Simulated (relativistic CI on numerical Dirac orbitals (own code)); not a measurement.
## How well does a small relativistic CI reproduce Co II?

Calculated at this level of theory: Dirac-Coulomb-Breit CI, separate exchange-only KLI orbitals for each configuration, model QED (radiative potential, 1s self-energy scaled to tabulated hydrogen-like ionisation energies), valence Slater integrals scaled by 0.85, configuration energies shifted to the measured levels that pair with them (semi-empirical) (own radial code, finite nucleus).

Configuration list (outside the closed core [Ar]): 3d8, 3d7 4s, 3d7 4p, 3d6 4s2, 3d7 5s, 3d6 4s 4p, 3d7 4d, 3d7 5p, 3d7 4f, 3d7 5d, 3d7 5f, 3d7 5g, 3d6 4s 5s, 3d6 4p2. Levels of other configurations are missing.

```csv
Configuration,Term (tabulated),J,Measured (cm⁻¹),Computed,Error,Purity (%)
3d8,a 3F,4,0.0,0,0,99
3d8,a 3F,3,950.3,883,-68,99
3d8,a 3F,2,1597.2,1491,-106,99
3d7 4s,a 5F,5,3350.5,3361,10,100
3d7 4s,a 5F,4,4029.0,4019,-10,99
3d7 4s,a 5F,3,4560.8,4534,-27,99
3d7 4s,a 5F,2,4950.1,4912,-38,99
3d7 4s,a 5F,1,5204.7,5160,-45,99
3d7 4s,b 3F,4,9812.9,10547,734,98
3d7 4s,b 3F,3,10708.3,11420,712,99
3d7 4s,b 3F,2,11321.9,12009,687,93
3d7 4p,z 5F°,5,45197.7,45198,0,96
3d7 4p,z 5F°,4,45378.8,45405,26,58
3d7 4p,z 5F°,3,45972.0,45972,0,74
3d7 4p,z 5D°,4,46320.8,46248,-73,59
3d7 4p,z 5F°,2,46452.7,46429,-24,86
3d7 4p,z 5F°,1,46786.4,46745,-41,94
3d7 4p,z 5D°,3,47039.1,46935,-104,75
3d7 4p,z 5G°,6,47078.5,47133,55,99
3d7 4p,z 5G°,5,47345.8,47517,171,89
3d7 4p,z 5D°,2,47537.4,47414,-123,86
3d7 4p,z 5G°,4,47807.5,47934,127,92
3d7 4p,z 5D°,1,47848.8,47716,-133,94
3d7 4p,z 5D°,0,47995.6,47860,-135,98
3d7 4p,z 5G°,3,48150.9,48257,106,95
3d7 4p,z 5G°,2,48388.4,48487,98,98
```

Measured levels from NIST Handbook of Basic Atomic Spectroscopic Data (Sansonetti and Martin, J. Phys. Chem. Ref. Data 34, 1559 (2005)); pairs were made by configuration, J and term (by order where the table uses no LS term), so strongly mixed levels may be paired wrongly.

Mean error by configuration (cm⁻¹): 3d8 -87; 3d7 4s 253; 3d7 4p -3. Over the excited levels the mean absolute error is 146 cm⁻¹ (25 of the 25 excited levels that our extract of the source holds in range could be paired), and the median relative error of those above 1,000 cm⁻¹ is 0.26 %, both after the shifts were fitted to these levels, so that a configuration with one level shows no error. Some levels of the ground configuration have no partner.

Transition probabilities of persistent lines. The last column rescales the computed rate by the cube of measured over computed energy:

```tsv
λ measured (Å)	Lower	Upper	A tabulated (s⁻¹)	A computed	A rescaled
2286.16 air	3d7 4s a 5F_5	3d7 4p z 5G°_6	3.30e+08	4.19e+08	4.17e+08
2307.86 air	3d7 4s a 5F_4	3d7 4p z 5G°_5	2.60e+08	3.76e+08	3.71e+08
2311.60 air	3d7 4s a 5F_3	3d7 4p z 5G°_4	2.80e+08	3.69e+08	3.65e+08
2314.06 air	3d7 4s a 5F_2	3d7 4p z 5G°_3	2.80e+08	3.55e+08	3.51e+08
2353.42 air	3d7 4s a 5F_3	3d7 4p z 5D°_3	1.80e+08	2.39e+08	2.40e+08
2363.80 air	3d7 4s a 5F_4	3d7 4p z 5D°_4	2.10e+08	2.59e+08	2.60e+08
2378.63 air	3d7 4s a 5F_5	3d7 4p z 5F°_4	1.90e+08	2.59e+08	2.58e+08
2383.46 air	3d7 4s a 5F_4	3d7 4p z 5F°_3	1.80e+08	2.50e+08	2.50e+08
2388.92 air	3d7 4s a 5F_5	3d7 4p z 5F°_5	1.50e+08	3.57e+08	3.58e+08
```

Configurations whose levels could be paired with our table of measured levels were shifted onto them, all but the ground configuration, by the median error of their levels; single terms can still be off by 1,000 to 2,000 cm⁻¹ or more, and rates follow the energies as ν³ (E1, M1) or ν⁵ (E2). The others borrow a shift and can be off by several thousand cm⁻¹ or more. The fine structure of a lone outer electron comes out too small, for d and f at times inverted, and misplaced configurations move strength between like terms. 25 of the 25 excited levels that our extract of the measured tables holds in this range could be paired (the sources list more); they are missed by 146 cm⁻¹ on average and 734 at most, after the shifts were fitted to these levels, and levels without a partner can miss by more. Some levels of the ground configuration have no partner and can miss by 10 % or more.

Shifts applied (cm⁻¹): 3d8 0; 3d7 4s 7519; 3d7 4p 9706.
